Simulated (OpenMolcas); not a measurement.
A run on Os3+ among 6 point charges of -0.85 e arranged as an octahedron (Oh), 1.81 Å from the ion.

```
Program             : OpenMolcas
Method              : CASSCF
Basis               : ANO-RCC-VDZP [7s6p4d2f1g]
Scalar Hamiltonian  : DKH2, point nucleus
Active space        : 5 electrons in 5 orbitals (5d)
State averaging     : 2S+1 = 6 even, 1 root; 2S+1 = 4 even, 24 roots; 2S+1 = 2 even, 75 roots
Spin-orbit coupling : RASSI with atomic mean-field integrals over the reference wave functions
```

68 basis functions. Blocks (2S+1, parity, CSFs, roots kept): 6, even, 1, 1; 4, even, 24, 24; 2, even, 75, 75.

How long do the RASSCF and RASSI steps take on 1 thread of Arm Neoverse V2, with other jobs on the host?

About 22 s of wall time, without the integral step.
